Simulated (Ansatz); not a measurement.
Input and output for CH$_{7}$NOSi (`NCO[SiH3]`).

```yaml
crystal:
  periodic: [false, false, false]
  atoms:
    - {symbol: N, position_ang: [-1.875568, 1.140703, -0.056078]}
    - {symbol: C, position_ang: [-1.070155, 0.401352, 0.297425]}
    - {symbol: O, position_ang: [0.534053, 0.271705, -0.507418]}
    - {symbol: Si, position_ang: [1.635837, -1.049857, -0.252236]}
    - {symbol: H, position_ang: [-1.886101, 0.887520, -1.166843]}
    - {symbol: H, position_ang: [-1.515156, 2.072610, -0.374068]}
    - {symbol: H, position_ang: [-1.370562, -0.928180, 0.555466]}
    - {symbol: H, position_ang: [-0.508486, -0.000296, 1.291888]}
    - {symbol: H, position_ang: [2.058088, -0.532765, 1.522848]}
    - {symbol: H, position_ang: [2.563454, -0.637529, -1.012291]}
    - {symbol: H, position_ang: [1.026214, -2.110121, -0.324475]}
basis:
  gaussian: {orbitals: x2c-TZVPPall, point_charges: [{charge: 2.00, position_ang: [5.724, 0.919, -0.977]}]}
hamiltonian: {xc: {name: SVWN5}}
output: {forces: true}
```

```sh
$ ansatz run in.yaml --threads 2 --pin off --events-out ev --progress --plain --max-ram 4352MiB
```

Output, abridged:

```
Functional definition: SVWN5
1201 factors; their error is unknown
mean field evaluation 1: about -12496.1607 eV, gradient 8.7e1 eV
mean field evaluation 2: about -12291.2186 eV, gradient 2.4e2 eV
mean field evaluation 4: about -12509.3947 eV, gradient 2.8e1 eV
mean field evaluation 8: about -12511.1122 eV, gradient 6.2e-1 eV
mean field evaluation 16: about -12511.0907 eV, gradient 5.9e-4 eV
mean field -12511.09069040 eV, -459.7741025505 hartree, gradient 2.1e-5 eV, S^2 0.000000; 0 other end points of the search recorded, 0 dependent functions left out
reference -12511.09073075 eV, -459.7741040332 hartree; 21, 21 occupied and 212, 212 virtual orbitals, 1201 factors
Total energy: -12511.09073075 eV, -459.7741040332 hartree
Relativity: scalar
Atom 0 at    -1.875568     1.140703    -0.056078 Å, force    -8.286158    10.052290   -10.475810 eV/Å
Atom 1 at    -1.070155     0.401352     0.297425 Å, force    14.027643   -17.392989     9.998779 eV/Å
Atom 2 at     0.534053     0.271705    -0.507418 Å, force    -0.290483    -1.425741    -0.180151 eV/Å
Atom 3 at     1.635837    -1.049857    -0.252236 Å, force    -3.526452     9.593327     7.033458 eV/Å
Atom 4 at    -1.886101     0.887520    -1.166843 Å, force    -1.789682    -0.088987     1.869775 eV/Å
Atom 5 at    -1.515156     2.072610    -0.374068 Å, force    -0.346020     0.667252     1.850105 eV/Å
Atom 6 at    -1.370562    -0.928180     0.555466 Å, force    -0.247767     2.600577    -2.422892 eV/Å
Atom 7 at    -0.508486    -0.000296     1.291888 Å, force    -0.954181     3.509497    -0.816306 eV/Å
Atom 8 at     2.058088    -0.532765     1.522848 Å, force    -0.001003    -1.235141    -2.344145 eV/Å
Atom 9 at     2.563454    -0.637529    -1.012291 Å, force     5.318929     1.503593    -3.986997 eV/Å
Atom 10 at     1.026214    -2.110121    -0.324475 Å, force    -3.447052    -7.648455    -0.636998 eV/Å
Dipole moment:    -1.049720    -0.058424    -0.132535 e Å
```

Run time 2.4 s (2 threads of an Arm Neoverse V2 on a shared host); peak host memory 0.41 GiB.
